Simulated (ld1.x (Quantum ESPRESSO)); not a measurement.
Values are calculated unless marked as measured or tabulated.
**Potentials for boron compared**

Generated with ld1.x 7.5 (TM, RRKJ, ultrasoft, PAW), atompaw 4.2 or ONCVPSP 4.0.1. The cutoff is in Ry: for ld1.x and atompaw files where the sum of valence levels is converged to 10 mRy in a Bessel basis, for ONCV files where the hardest occupied wave has 1 mHa per electron of residual kinetic energy. The error is the largest all-electron minus pseudo excitation energy over each file’s own four to seven test configurations (ionisations up to +4, promotions, holes and added fractions of an electron), all of which were solved. The labels leave out finer settings (local radius, basis sizes, second energies), which also bear on the numbers. Spin-polarised tests are not counted. The rows are a selection from randomly drawn settings: files with unsolved tests, undetermined cutoffs or missed reference levels are left out.

A true bound ghost makes a file unfit for plane-wave use even where its test errors are small: the radial tests pick states by their node count and pass the ghost by.

```tsv
potential	cutoff (Ry)	largest error (meV)	bound ghosts
ultrasoft, PBE, scalar-relativistic, rc 1.35/2.25/1.90 (spd), local smoothed, core correction yes, reference 2s1.5 2p1.5	12	+94	none
RRKJ, PBE, scalar-relativistic, rc 1.55/2.85 (sp), local smoothed, core correction no, reference 2s2 2p0	30	+162	none
TM, PBEsol, scalar-relativistic, rc 1.55/1.95 (sp), local s, core correction yes, reference 2s2 2p1	21	+67	none
PAW, PBE, non-relativistic, rc 1.70/3.25/3.65 (spd), local smoothed, core correction yes, reference 2s2 2p1	6	-15	none
```

Problem. Fill in the row for B: TM, PBEsol, scalar-relativistic, rc 0.95/3.10/2.95 (spd), local smoothed, core correction yes, reference 2s2 2p1.

Solution. cutoff 70 Ry, largest error +185 meV, bound ghosts: s.

Problem. Fill in the row for B: TM, LDA (PZ), non-relativistic, rc 1.30/1.75/1.65 (spd), local s, core correction no, reference 2s2 2p1.

Solution. cutoff 25 Ry, largest error +124 meV, bound ghosts: none.
